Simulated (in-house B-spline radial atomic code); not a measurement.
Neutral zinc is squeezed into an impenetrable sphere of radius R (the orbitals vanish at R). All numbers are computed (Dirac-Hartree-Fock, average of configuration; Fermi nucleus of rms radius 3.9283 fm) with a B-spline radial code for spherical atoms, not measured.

Energies in eV above the free atom in [Ar] 3d10 4s2:

```
R (bohr)  highest level (eV)  [Ar] 3d10 4s2  [Ar] 3d10 4s1 4f1  [Ar] 3d10 4s1 4p1
    7.53               -7.98         0.1161              13.78              3.957
    6.21               -7.59         0.5388              17.99              4.804
     5.1               -6.57           1.93              24.84              6.958
    4.29               -4.63          5.032              34.31              11.12
    3.31                2.33          18.03               59.7              26.69
    2.89                9.79           33.7              82.69              44.37
    2.77                  13          40.82              92.07              52.24
    2.12                49.9          132.9              194.3              150.3
    1.62                 146          421.5              468.1                445
    1.51                 188          566.3              600.2              590.6
```

Task: Does [Ar] 3d10 4s1 4f1 fall below [Ar] 3d10 4s2 under compression?

Result: No, it stays above over the whole range.

Task: Does [Ar] 3d10 4s1 4p1 fall below [Ar] 3d10 4s2 under compression?

Result: No, it stays above over the whole range.

The highest level is first positive in the row R = 3.31 bohr, pushed up by confinement above the zero of the free ion's potential. Each configuration is held fixed and needn't be the lowest in the sphere.
